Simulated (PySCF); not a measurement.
C3H5N2, SMILES c1c[nH+]c[nH]1, charge +1. Coordinates come from a PBE-D3(BJ)/def2-SVP optimisation. The isomer is the one that the SMILES or the coordinates give; other isomers of the formula were not compared.

**Question.** Give the equilibrium geometry at PBE-D3(BJ)/def2-SVP (PySCF confirms it by a frequency run) as a Z-matrix, and its point group. (An estimate is asked for; the answer gives what the named calculation found.)

**Answer.** point group C2v.
```
N
H 1 1.0260
C 1 1.3434 2 124.35
N 3 1.3434 1 106.85 2 180.00
H 4 1.0260 3 124.35 1 180.00
C 4 1.3829 5 125.48 3 180.00
C 6 1.3766 4 106.41 5 180.00
H 7 1.0948 6 130.94 4 180.00
H 6 1.0948 7 130.94 8 0.00
H 3 1.0959 1 126.57 2 0.00
```
Charge +1, spin multiplicity 1.
